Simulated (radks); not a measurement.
Problem. Ag XXX, configuration [Ar]. Calculated with a radial shooting solver on a logarithmic mesh with Libxc functionals: Dirac Kohn-Sham, LB94 model potential, spin-unpolarised, spherical densities, finite nucleus; Fermi nuclear charge, rms radius 4.5454 fm. Some entries of the table are withheld. Estimate them.

orbital,occ.,eigenvalue (hartree),<1/r> (bohr^-1)
1s1/2,2,-987.7304,49.48
2s1/2,2,-190.2724,(1)
2p1/2,2,(2),11.47
2p3/2,4,(3),10.78
3s1/2,2,-68.93301,4.448
3p1/2,2,(4),4.401
3p3/2,4,(5),4.225

Solution. 
(1) 2s1/2 <1/r> (bohr^-1): 11.50
(2) 2p1/2 eigenvalue (hartree): -181.0279
(3) 2p3/2 eigenvalue (hartree): -174.4287
(4) 3p1/2 eigenvalue (hartree): -65.55613
(5) 3p3/2 eigenvalue (hartree): -64.05325
